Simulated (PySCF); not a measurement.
States of one metal complex from SC-NEVPT2 in the d shell, PySCF, above the ground state:

```tsv
2S+1	degeneracy	energy / cm⁻¹	f (electric dipole)
6	1	0	–
4	3	24644	–
4	3	28708	–
4	1	30593	–
4	2	30612	–
4	3	34093	–
2	3	34171	–
4	2	36858	–
2	1	38662	–
4	3	38937	–
2	3	39832	–
2	3	40968	–
```

**Question.** Which of these complexes, all computed at model or optimised geometries, gave the data?
A. Mn(OH)2 (d5, linear)
B. [Mn(H2O)6]2+ (d5, octahedral)
C. [MnCl5]3- (d5, trigonal bipyramidal)
D. [FeF4]- (d5, tetrahedral)

**Answer.** D. [FeF4]- (d5, tetrahedral) has 6A1, then 4T1 at 24644, 4T2 at 28708 cm⁻¹ (NEVPT2). The others: [MnCl5]3- (d5, trigonal bipyramidal) has 6A', then 4A'' at 23861, 4A'' at 23936 cm⁻¹ (NEVPT2); Mn(OH)2 (d5, linear) has 6Ag, then a 2S+1 = 4 state (81 % 4G) at 22321, 4Bg at 23008 cm⁻¹ (NEVPT2); [Mn(H2O)6]2+ (d5, octahedral) has 6Ag, then 4Tg at 21578, 4Tg at 26159 cm⁻¹ (NEVPT2).

On [FeF4]-: No frequencies were computed for the optimised geometry. NEVPT2 on the d shell alone tends to put d–d bands too high for such charged or covalently bound ions.
